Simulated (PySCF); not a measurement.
Ga(SH)3 (GaH3S3), SMILES [SH][Ga]([SH])[SH]. Atoms are numbered in the order given.

```xyz
7

Ga    -0.0069    -0.0020     0.0000
S     -1.4279     1.6979     0.0000
H     -0.4267     2.6231     0.0000
S      2.1790     0.4042     0.0000
H      2.5166    -0.9159     0.0000
S     -0.8886    -2.0389     0.0000
H      0.3257    -2.6572     0.0000
```
Charge 0, spin multiplicity 1.

Geometry: PBE-D3(BJ)/def2-SVP. The structure was generated by enumeration; whether it is a known compound was not checked. Other conformers were not sampled.

These are PySCF with PBE/def2-TZVP values and carry that method's errors.

Atomic charges (e):

```tsv
atom	IAO	Mulliken
Ga1	0.46	0.38
S2	-0.26	-0.29
H3	0.12	0.16
S4	-0.27	-0.28
H5	0.11	0.16
S6	-0.26	-0.28
H7	0.11	0.15
```
